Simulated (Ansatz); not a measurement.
C4H10O2Si (`CC(C)(C)O[Si]O`). Total charge 0; spin multiplicity 1. The geometry is a stationary point of PBE0-D4/def2-TZVP. It is one conformer, not always the lowest.

```xyz
17

C    -1.121   -0.730   -0.912
C     0.004   -0.286    0.013
C    -0.263   -0.752    1.435
C     1.340   -0.816   -0.483
O     0.116    1.137    0.059
Si   -0.736    2.338   -0.693
O     0.059    3.642   -0.074
H    -1.181   -1.821   -0.926
H    -2.085   -0.340   -0.577
H    -0.950   -0.385   -1.934
H     0.529   -0.404    2.101
H    -0.306   -1.842    1.484
H    -1.214   -0.353    1.795
H     2.147   -0.470    0.165
H     1.344   -1.909   -0.491
H     1.537   -0.463   -1.498
H     0.781    3.454    0.536
```

(1) What is the dipole moment at ωB97M-V/def2-TZVPP? (Best estimate.)

(2) And with PBE, r2SCAN, B3LYP? (Best estimate.)

(3) Give the Mulliken charges with ωB97M-V, PBE, B3LYP in def2-TZVPP. (Estimate.)

Answers

(1) Computed: 2.60 D, with components (0.75, -2.39, 0.70) D in this frame, pointing from negative to positive charge.

(2) Ansatz gave: PBE 2.66 D, r2SCAN 2.75 D, B3LYP 2.65 D.

(3) Ansatz gave: 
```csv
atom,ωB97M-V,PBE,B3LYP
C1,-0.33,-0.26,-0.27
C2,0.12,0.27,0.30
C3,-0.29,-0.25,-0.26
C4,-0.29,-0.25,-0.26
O5,-0.32,-0.28,-0.35
Si6,0.29,0.21,0.29
O7,-0.35,-0.32,-0.36
H8,0.11,0.07,0.08
H9,0.12,0.09,0.09
H10,0.12,0.09,0.09
H11,0.11,0.08,0.08
H12,0.10,0.07,0.07
H13,0.11,0.08,0.08
H14,0.11,0.08,0.08
H15,0.10,0.07,0.07
H16,0.11,0.08,0.08
H17,0.16,0.17,0.17
```

B3LYP here is the variant with VWN-RPA as its local correlation; programs differ in this.
